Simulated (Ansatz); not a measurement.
```yaml
crystal:
  periodic: [false, false, false]
  atoms:
    - {symbol: Ni, position_ang: [0.093825, 0.168204, -0.133689]}
    - {symbol: O, position_ang: [0.198184, 0.623599, 1.780805]}
    - {symbol: H, position_ang: [-0.654903, 1.102403, 1.773039]}
    - {symbol: O, position_ang: [2.031764, -0.496863, -0.300816]}
    - {symbol: H, position_ang: [2.245550, -0.417165, 0.647504]}
    - {symbol: O, position_ang: [-1.528680, 1.398453, -0.418037]}
    - {symbol: H, position_ang: [-2.061474, 0.745615, -0.909698]}
    - {symbol: O, position_ang: [-0.591565, -1.327882, -1.218042]}
    - {symbol: H, position_ang: [0.267300, -1.796375, -1.221056]}
basis:
  gaussian: {orbitals: cc-pVDZ}
total_charge: -2
magnetization: {spin_polarized: true, initial_magnetization: 2}
hamiltonian: {xc: {name: rPW86-PBE}}
scf: {omitted_lower_state_checks: [starts]}
output: {forces: true}
```

```sh
$ ansatz run in.yaml --threads 4 --pin off --events-out ev --progress --plain --max-ram 8704MiB
```

Shortened log:

```
Functional definition: rPW86-PBE
1290 factors; their error is unknown
mean field evaluation 1: about -48704.4623 eV, gradient 3.1e2 eV
mean field evaluation 2: about -45436.1374 eV, gradient 8.8e2 eV
mean field evaluation 4: about -48729.8477 eV, gradient 4.4e2 eV
mean field evaluation 8: about -48933.2482 eV, gradient 3.5e2 eV
mean field evaluation 16: about -49332.4434 eV, gradient 2.9e-1 eV
mean field -49332.44413383 eV, -1812.9338831866 hartree, gradient 1.4e-5 eV, S^2 2.008089; 0 other end points of the search recorded, 0 dependent functions left out
reference -49332.44426623 eV, -1812.9338880522 hartree; 34, 32 occupied and 85, 87 virtual orbitals, 1290 factors
Total energy: -49332.44426623 eV, -1812.9338880522 hartree
Atom 0 at     0.093825     0.168204    -0.133689 Å, force    -0.012198    -0.021275     0.016029 eV/Å
Atom 1 at     0.198184     0.623599     1.780805 Å, force     0.275097    -0.122377     0.050064 eV/Å
Atom 2 at    -0.654903     1.102403     1.773039 Å, force    -0.239759     0.100570    -0.151883 eV/Å
Atom 3 at     2.031764    -0.496863    -0.300816 Å, force    -0.105578    -0.055813    -0.347629 eV/Å
Atom 4 at     2.245550    -0.417165     0.647504 Å, force    -0.066298     0.050546     0.292889 eV/Å
Atom 5 at    -1.528680     1.398453    -0.418037 Å, force     0.193753     0.213457     0.210471 eV/Å
Atom 6 at    -2.061474     0.745615    -0.909698 Å, force    -0.054704    -0.269287    -0.108089 eV/Å
Atom 7 at    -0.591565    -1.327882    -1.218042 Å, force    -0.279121     0.113357    -0.043993 eV/Å
Atom 8 at     0.267300    -1.796375    -1.221056 Å, force     0.288810    -0.009177     0.082142 eV/Å
Dipole moment:    -0.069639    -0.125532     0.099652 e Å
Checks for a lower state left out: starts
```

Run time 9.5 s (4 threads of Arm Neoverse V1 on a shared host).

A multiply charged anion in the gas phase is held together partly by the finite basis. The highest occupied level of an anion often lies above zero with these methods, and sets without diffuse functions describe the outer electron poorly.

The dipole of an ion depends on the origin.
